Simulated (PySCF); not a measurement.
A run for PySCF: R-MP2/6-31G* on CH3F (SMILES CF) with ghost functions, monomers drawn apart or pushed together.

```python
from pyscf import gto, scf, dft, mp
from pyscf.data.elements import chemcore

mol = gto.M(
    atom='''
    C    -0.23193803    0.52333371    0.46189493
    F     1.06119503    0.13771344    0.82245860
    H    -0.80462488    0.70245050    1.37047248
    H    -0.16614723    1.43274568   -0.13618579
    H    -0.68070591   -0.28023883   -0.12286077
    ghost-C    0.29692265    0.41822883    6.08415936
    ghost-F   -0.99678318    0.80188018    5.72354904
    ghost-H    0.23226182   -0.48914739    6.68552362
    ghost-H    0.86878950    0.23629810    5.17560042
    ghost-H    0.74584425    1.22412572    6.66566519
    ''',
    basis='6-31g*',
    cart=True,
    charge=0, spin=0, verbose=3, max_memory=1800)
mf = scf.RHF(mol)
mf.conv_tol = 1e-8
mf.max_cycle = 100
mf.kernel()
if not mf.converged:
    mf = mf.newton().run(mf.mo_coeff, mf.mo_occ)
pt = mp.MP2(mf, frozen=chemcore(mol)).run()
```

Program output:

```
converged SCF energy = -139.033711541272
E(RMP2) = -139.335789056417  E_corr = -0.302077515144897
E(SCS-RMP2) = -139.330864727279  E_corr = -0.297153186007118
```

The calculation finished and met its thresholds.

Cost: very roughly 0.4 core-seconds.
